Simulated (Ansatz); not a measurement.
Ansatz (a program for electronic structure) input file for CH3F3O3Sn, SMILES [OH][Sn]([OH])([OH])[C](F)(F)F (connectivity only; charge and spin as stated), charge -1, multiplicity 2, PBE-D3(BJ)/def2-SVPD. 

Ansatz 0.2 input:
```yaml
crystal:
  periodic: [false, false, false]
  atoms:
    - {symbol: O, position_ang: [-2.59529534, -0.72041432, -0.64839464]}
    - {symbol: Sn, position_ang: [-0.61423433, -0.04597931, -0.30073939]}
    - {symbol: O, position_ang: [-0.85727976, 1.97855382, -0.09235613]}
    - {symbol: O, position_ang: [-0.90679802, -0.62252723, 1.63334438]}
    - {symbol: C, position_ang: [1.72752155, -0.08796717, 0.14639284]}
    - {symbol: F, position_ang: [2.45161163, 0.44832779, -0.87352422]}
    - {symbol: F, position_ang: [2.11416712, 0.58218524, 1.25436039]}
    - {symbol: F, position_ang: [2.20625886, -1.35149896, 0.29475928]}
    - {symbol: H, position_ang: [-2.82876324, -0.58440019, -1.57126785]}
    - {symbol: H, position_ang: [-1.07644666, 2.13407414, 0.83272992]}
    - {symbol: H, position_ang: [-1.82155661, -0.91893034, 1.67604288]}
basis:
  gaussian:
    orbitals: def2-SVPD
hamiltonian:
  xc: pbe
  dispersion: d3bj
total_charge: -1
magnetization: {spin_polarized: true, initial_magnetization: 1}
relax: {f_tol: 0.002, max_steps: 200}
```

Log of the run:

```
WARN ansatz: RAYON_NUM_THREADS=2 ignored (pool sized by the plan → 2); use --threads N
Functional definition: PBE
integrals: 0.20 GiB planned
1824 factors; their error is unknown
mean field: 1.42 GiB planned
mean field evaluation 1: about -21170.1703 eV, gradient 6.4e1 eV
mean field evaluation 2: about -20798.7449 eV, gradient 2.4e2 eV
mean field evaluation 4: about -21181.2293 eV, gradient 3.2e1 eV
mean field evaluation 8: about -21186.0798 eV, gradient 8.7e-1 eV
mean field evaluation 16: about -21186.0062 eV, gradient 7.0e-3 eV
mean field -21186.00619371 eV, -778.5713672281 hartree, gradient 5.0e-5 eV, S^2 0.752748; 0 other end points of the search recorded, 0 dependent functions left out
the calculation of the forces begins
reference -21186.00625497 eV, -778.5713694793 hartree; 42, 41 occupied and 172, 173 virtual orbitals, 1824 factors
relax step   1: F+E_penalty+E_count = -21186.21796843 eV  Δ(F+E_penalty+E_count) = +0.000e0 eV  max|allowed force component| = 8.128e-1 eV/Å  Δτ_max = 0.0000 Å  (37 SCF iters, accepted)
these checks for a lower state are left out or cut short: starts, cluster_reference, orbital_swaps, neighbouring_geometries, increment
integrals: 0.20 GiB planned
1824 factors; their error is unknown
mean field: 1.41 GiB planned
mean field -21186.07738433 eV, -778.5739834351 hartree, gradient 2.1e-5 eV, S^2 0.753103; 0 other end points of the search recorded, 0 dependent functions left out
the calculation of the forces begins
reference -21186.07744521 eV, -778.5739856725 hartree; 42, 41 occupied and 172, 173 virtual orbitals, 1824 factors
relax step   2: F+E_penalty+E_count = -21186.28530165 eV  Δ(F+E_penalty+E_count) = -6.733e-2 eV  max|allowed force component| = 4.196e-1 eV/Å  Δτ_max = 0.0580 Å  (36 SCF iters, accepted)
these checks for a lower state are left out or cut short: starts, cluster_reference, orbital_swaps, neighbouring_geometries, increment
integrals: 0.20 GiB planned
1824 factors; their error is unknown
mean field: 1.41 GiB planned
mean field evaluation 32: about -21186.1634 eV, gradient 5.2e-2 eV
mean field -21186.08552604 eV, -778.5742826375 hartree, gradient 2.6e-5 eV, S^2 0.753039; 0 other end points of the search recorded, 0 dependent functions left out
the calculation of the forces begins
reference -21186.08558712 eV, -778.5742848819 hartree; 42, 41 occupied and 172, 173 virtual orbitals, 1824 factors
relax step   3: F+E_penalty+E_count = -21186.29288134 eV  Δ(F+E_penalty+E_count) = -7.580e-3 eV  max|allowed force component| = 1.482e-1 eV/Å  Δτ_max = 0.0713 Å  (35 SCF iters, accepted)
these checks for a lower state are left out or cut short: starts, cluster_reference, orbital_swaps, neighbouring_geometries, increment
integrals: 0.20 GiB planned
1824 factors; their error is unknown
mean field: 1.41 GiB planned
mean field -21186.08615851 eV, -778.5743058803 hartree, gradient 1.5e-5 eV, S^2 0.753022; 0 other end points of the search recorded, 0 dependent functions left out
the calculation of the forces begins
reference -21186.08621943 eV, -778.5743081189 hartree; 42, 41 occupied and 172, 173 virtual orbitals, 1824 factors
relax step   4: F+E_penalty+E_count = -21186.29380510 eV  Δ(F+E_penalty+E_count) = -9.238e-4 eV  max|allowed force component| = 5.755e-2 eV/Å  Δτ_max = 0.0175 Å  (36 SCF iters, accepted)
these checks for a lower state are left out or cut short: starts, cluster_reference, orbital_swaps, neighbouring_geometries, increment
integrals: 0.20 GiB planned
1824 factors; their error is unknown
mean field: 1.41 GiB planned
mean field -21186.08652375 eV, -778.5743193027 hartree, gradient 1.6e-5 eV, S^2 0.753002; 0 other end points of the search recorded, 0 dependent functions left out
the calculation of the forces begins
reference -21186.08658474 eV, -778.5743215439 hartree; 42, 41 occupied and 172, 173 virtual orbitals, 1824 factors
relax step   5: F+E_penalty+E_count = -21186.29408164 eV  Δ(F+E_penalty+E_count) = -2.765e-4 eV  max|allowed force component| = 1.287e-2 eV/Å  Δτ_max = 0.0064 Å  (38 SCF iters, accepted)
these checks for a lower state are left out or cut short: starts, cluster_reference, orbital_swaps, neighbouring_geometries, increment
integrals: 0.20 GiB planned
1824 factors; their error is unknown
mean field: 1.41 GiB planned
mean field -21186.08662642 eV, -778.5743230756 hartree, gradient 1.0e-5 eV, S^2 0.753004; 0 other end points of the search recorded, 0 dependent functions left out
the calculation of the forces begins
reference -21186.08668743 eV, -778.5743253176 hartree; 42, 41 occupied and 172, 173 virtual orbitals, 1824 factors
[...]
the calculation of the forces begins
reference -21186.08692420 eV, -778.5743340190 hartree; 42, 41 occupied and 172, 173 virtual orbitals, 1824 factors
relax step  13: F+E_penalty+E_count = -21186.29416693 eV  Δ(F+E_penalty+E_count) = -4.860e-6 eV  max|allowed force component| = 8.000e-3 eV/Å  Δτ_max = 0.0080 Å  (37 SCF iters, accepted)
these checks for a lower state are left out or cut short: starts, cluster_reference, orbital_swaps, neighbouring_geometries, increment
integrals: 0.20 GiB planned
1824 factors; their error is unknown
mean field: 1.41 GiB planned
mean field -21186.08689074 eV, -778.5743327893 hartree, gradient 1.6e-5 eV, S^2 0.753005; 0 other end points of the search recorded, 0 dependent functions left out
the calculation of the forces begins
reference -21186.08695183 eV, -778.5743350343 hartree; 42, 41 occupied and 172, 173 virtual orbitals, 1824 factors
relax step  14: F+E_penalty+E_count = -21186.29417107 eV  Δ(F+E_penalty+E_count) = -4.142e-6 eV  max|allowed force component| = 5.570e-3 eV/Å  Δτ_max = 0.0076 Å  (37 SCF iters, accepted)
these checks for a lower state are left out or cut short: starts, cluster_reference, orbital_swaps, neighbouring_geometries, increment
integrals: 0.20 GiB planned
1824 factors; their error is unknown
mean field: 1.41 GiB planned
mean field -21186.08688472 eV, -778.5743325681 hartree, gradient 1.6e-5 eV, S^2 0.753007; 0 other end points of the search recorded, 0 dependent functions left out
the calculation of the forces begins
reference -21186.08694581 eV, -778.5743348131 hartree; 42, 41 occupied and 172, 173 virtual orbitals, 1824 factors
relax step  15: F+E_penalty+E_count = -21186.29417134 eV  Δ(F+E_penalty+E_count) = -2.705e-7 eV  max|allowed force component| = 8.901e-3 eV/Å  Δτ_max = 0.0128 Å  (37 SCF iters, accepted)
these checks for a lower state are left out or cut short: starts, cluster_reference, orbital_swaps, neighbouring_geometries, increment
integrals: 0.20 GiB planned
1824 factors; their error is unknown
mean field: 1.41 GiB planned
mean field -21186.08690799 eV, -778.5743334232 hartree, gradient 1.3e-5 eV, S^2 0.753004; 0 other end points of the search recorded, 0 dependent functions left out
the calculation of the forces begins
reference -21186.08696909 eV, -778.5743356684 hartree; 42, 41 occupied and 172, 173 virtual orbitals, 1824 factors
relax step  16: F+E_penalty+E_count = -21186.29417949 eV  Δ(F+E_penalty+E_count) = -8.146e-6 eV  max|allowed force component| = 1.156e-2 eV/Å  Δτ_max = 0.0034 Å  (30 SCF iters, accepted)
these checks for a lower state are left out or cut short: starts, cluster_reference, orbital_swaps, neighbouring_geometries, increment
integrals: 0.20 GiB planned
1824 factors; their error is unknown
mean field: 1.41 GiB planned
mean field evaluation 128: about -21186.0869 eV, gradient 8.2e-4 eV
mean field -21186.08690135 eV, -778.5743331792 hartree, gradient 1.6e-5 eV, S^2 0.753003; 0 other end points of the search recorded, 0 dependent functions left out
the calculation of the forces begins
reference -21186.08696245 eV, -778.5743354244 hartree; 42, 41 occupied and 172, 173 virtual orbitals, 1824 factors
relax step  17: F+E_penalty+E_count = -21186.29418334 eV  Δ(F+E_penalty+E_count) = -3.854e-6 eV  max|allowed force component| = 6.658e-3 eV/Å  Δτ_max = 0.0042 Å  (38 SCF iters, accepted)
these checks for a lower state are left out or cut short: starts, cluster_reference, orbital_swaps, neighbouring_geometries, increment
integrals: 0.20 GiB planned
1824 factors; their error is unknown
mean field: 1.41 GiB planned
mean field -21186.08689707 eV, -778.5743330218 hartree, gradient 1.9e-5 eV, S^2 0.753003; 0 other end points of the search recorded, 0 dependent functions left out
the calculation of the forces begins
reference -21186.08695816 eV, -778.5743352668 hartree; 42, 41 occupied and 172, 173 virtual orbitals, 1824 factors
relax step  18: F+E_penalty+E_count = -21186.29418579 eV  Δ(F+E_penalty+E_count) = -2.447e-6 eV  max|allowed force component| = 5.299e-3 eV/Å  Δτ_max = 0.0021 Å  (28 SCF iters, accepted)
these checks for a lower state are left out or cut short: starts, cluster_reference, orbital_swaps, neighbouring_geometries, increment
integrals: 0.20 GiB planned
1824 factors; their error is unknown
mean field: 1.41 GiB planned
mean field -21186.08689905 eV, -778.5743330945 hartree, gradient 1.2e-5 eV, S^2 0.753003; 0 other end points of the search recorded, 0 dependent functions left out
the calculation of the forces begins
reference -21186.08696014 eV, -778.5743353395 hartree; 42, 41 occupied and 172, 173 virtual orbitals, 1824 factors
relax step  19: F+E_penalty+E_count = -21186.29418739 eV  Δ(F+E_penalty+E_count) = -1.602e-6 eV  max|allowed force component| = 4.141e-3 eV/Å  Δτ_max = 0.0052 Å  (29 SCF iters, accepted)
these checks for a lower state are left out or cut short: starts, cluster_reference, orbital_swaps, neighbouring_geometries, increment
integrals: 0.20 GiB planned
1824 factors; their error is unknown
mean field: 1.41 GiB planned
mean field -21186.08690241 eV, -778.5743332181 hartree, gradient 6.9e-5 eV, S^2 0.753003; 0 other end points of the search recorded, 0 dependent functions left out
the calculation of the forces begins
reference -21186.08696350 eV, -778.5743354631 hartree; 42, 41 occupied and 172, 173 virtual orbitals, 1824 factors
relax step  20: F+E_penalty+E_count = -21186.29418767 eV  Δ(F+E_penalty+E_count) = -2.790e-7 eV  max|allowed force component| = 3.113e-3 eV/Å  Δτ_max = 0.0013 Å  (25 SCF iters, accepted)
these checks for a lower state are left out or cut short: starts, cluster_reference, orbital_swaps, neighbouring_geometries, increment
integrals: 0.20 GiB planned
1824 factors; their error is unknown
mean field: 1.41 GiB planned
mean field -21186.08690796 eV, -778.5743334221 hartree, gradient 7.1e-5 eV, S^2 0.753003; 0 other end points of the search recorded, 0 dependent functions left out
the calculation of the forces begins
reference -21186.08696905 eV, -778.5743356672 hartree; 42, 41 occupied and 172, 173 virtual orbitals, 1824 factors
relax step  21: F+E_penalty+E_count = -21186.29418794 eV  Δ(F+E_penalty+E_count) = -2.686e-7 eV  max|allowed force component| = 8.875e-4 eV/Å  Δτ_max = 0.0013 Å  (25 SCF iters, accepted)
integrals: 0.20 GiB planned
1824 factors; their error is unknown
mean field: 1.41 GiB planned
mean field evaluation 160: about -21186.1611 eV, gradient 9.2e-1 eV
mean field -21186.08690796 eV, -778.5743334221 hartree, gradient 7.1e-5 eV, S^2 0.753003; 1 other end points of the search recorded, 0 dependent functions left out
the calculation of the forces begins
reference -21186.08696905 eV, -778.5743356672 hartree; 42, 41 occupied and 172, 173 virtual orbitals, 1824 factors
Total energy: -21186.29424903 eV, -778.5819530658 hartree
Atom 0 at    -2.621418    -0.778852    -0.671142 Å, force     0.000103     0.000071    -0.000120 eV/Å
Atom 1 at    -0.625284    -0.023224    -0.295383 Å, force    -0.000105     0.000155     0.000213 eV/Å
Atom 2 at    -0.880490     2.040164    -0.077518 Å, force    -0.000223    -0.000073     0.000816 eV/Å
Atom 3 at    -0.931103    -0.594625     1.673838 Å, force     0.000020     0.000055     0.000055 eV/Å
Atom 4 at     1.780704    -0.101849     0.142013 Å, force    -0.000315    -0.000541    -0.000698 eV/Å
Atom 5 at     2.510486     0.439417    -0.899043 Å, force    -0.000012     0.000044     0.000246 eV/Å
Atom 6 at     2.195971     0.563892     1.265688 Å, force     0.000223     0.000133     0.000302 eV/Å
Atom 7 at     2.249783    -1.392456     0.277176 Å, force    -0.000059     0.000311     0.000052 eV/Å
Atom 8 at    -2.853417    -0.585184    -1.597359 Å, force     0.000049    -0.000035     0.000066 eV/Å
Atom 9 at    -1.170679     2.148893     0.848122 Å, force     0.000243    -0.000118    -0.000887 eV/Å
Atom 10 at    -1.855367    -0.904753     1.684954 Å, force     0.000077    -0.000002    -0.000045 eV/Å
Dipole moment:     0.138888    -0.132714    -0.308887 e Å
```

The calculation finished and met its thresholds.

Cost: around 7 core-minutes (rough).
